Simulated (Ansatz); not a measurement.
Geometry optimisation, RKS PBE0-D4/def2-SVP (Ansatz 0.2.0).

The input (input.yaml):

```yaml
crystal:
  periodic: [false, false, false]
  atoms:
    - { symbol: Si, position_ang: [-0.896, 0.6083, 0.2978] }
    - { symbol: O, position_ang: [0.9873, -0.2032, 0.5577] }
    - { symbol: C, position_ang: [1.2517, -1.4139, 1.1864] }
    - { symbol: O, position_ang: [-0.2263, 1.6528, 1.2589] }
    - { symbol: H, position_ang: [0.7794, 0.8621, 1.234] }
    - { symbol: H, position_ang: [-1.7655, -0.4029, 0.9104] }
    - { symbol: Si, position_ang: [-0.9914, 0.9693, -1.9675] }
    - { symbol: H, position_ang: [0.9815, -2.239, 0.5212] }
    - { symbol: H, position_ang: [0.6869, -1.5166, 2.1197] }
    - { symbol: H, position_ang: [2.3205, -1.4806, 1.4095] }
    - { symbol: H, position_ang: [-0.8502, -0.275, -2.7359] }
    - { symbol: H, position_ang: [0.023, 1.8969, -2.4755] }
    - { symbol: H, position_ang: [-2.3009, 1.5416, -2.3167] }
basis:
  gaussian: { orbitals: def2-SVP }
hamiltonian:
  xc: pbe0
  dispersion: d4
relax:
  f_tol: 0.15
  max_steps: 25
  restrain:
    - { distance: [4, 1], at: 0.97, k: 30.0 }
    - { distance: [0, 1], at: 3.07, k: 30.0 }
    - { distance: [4, 3], at: 2.27, k: 30.0 }
output:
  orbitals: {}
```

Launched with:

```bash
$ ansatz run input.yaml --threads 2 --pin off --max-ram 3072MiB --backend cpu --events-out ev --progress --plain --runs-dir out
```

Q: Where does it end, and by what steps?

A: The run converged. The restraints hold the end off the free minimum. The force dipped under the threshold on the way, but the program's further checks kept it going. After 18 steps the energy has risen by 0.213 eV (the restraints' own energy left out); H6 moved furthest, 1.66 Å. Joined: O2–H5 (1.28 → 0.97 Å).

| step | energy less start (eV) | largest force component (eV/Å) | accepted |
| --- | --- | --- | --- |
| 0 | 0.0000 | 1.987 | yes |
| 1 | 0.6195 | 4.207 | yes |
| 2 | 0.6202 | 2.402 | yes |
| 3 | 0.5705 | 1.416 | yes |
| 4 | 0.3984 | 0.881 | yes |
| 5 | 0.4004 | 0.965 | yes |
| 6 | 0.3283 | 0.512 | yes |
| 7 | 0.2941 | 0.412 | yes |
| 8 | 0.2902 | 0.431 | yes |
| 9 | 0.2749 | 0.324 | yes |
| 10 | 0.2695 | 0.285 | yes |
| 11 | 0.2626 | 0.227 | yes |
| 12 | 0.2542 | 0.220 | yes |
| 13 | 0.2414 | 0.251 | yes |
| 14 | 0.2354 | 0.186 | yes |
| 15 | 0.2322 | 0.230 | yes |
| 16 | 0.2336 | 0.452 | no |
| 17 | 0.2211 | 0.138 | yes |
| 18 | 0.2135 | 0.166 | yes |

```xyz
13
Properties=species:S:1:pos:R:3
Si -1.622 0.957 0.524
O 1.234 -0.120 0.197
C 1.473 -1.316 0.891
O -0.781 1.439 1.727
H 1.126 0.591 0.847
H -3.077 0.604 0.713
Si -0.826 0.738 -1.674
H 1.462 -2.140 0.163
H 0.704 -1.529 1.658
H 2.461 -1.321 1.389
H -0.672 -0.712 -1.997
H 0.422 1.521 -1.874
H -1.905 1.287 -2.564
```

Run time: 40 s on 2 threads of AMD EPYC 9R14 (Zen 4), with other jobs on the host, peak memory 0.3 GiB.
